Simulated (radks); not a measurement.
Task: Sn+, configuration [Kr] 4d10 5s2 5p1. Method: Dirac Kohn-Sham, PBE, spin-unpolarised, spherical densities, point nucleus; open shells fill j = l - 1/2 first; computed with a radial shooting solver on a logarithmic mesh with Libxc functionals.

Spin-orbit splittings of the eigenvalues, e(l+1/2) - e(l-1/2), with zeta = 2 splitting/(2l+1) and mean radii in bohr:

shell  occ.  splitting (eV)  zeta (eV)  <r> j=l-1/2  <r> j=l+1/2
2p        6           230.6      153.8       0.1058       0.1112
3p        6               ?          ?       0.3299       0.3411
3d       10           8.693      3.477       0.3125       0.3161
4p        6           7.568      5.045       0.8657       0.8954
4d       10           1.043     0.4173        1.088        1.103
5p        1          0.5665     0.3776        2.837        2.945

Estimate the 3p splitting.

Result: 42.12 eV (zeta = 28.08 eV).
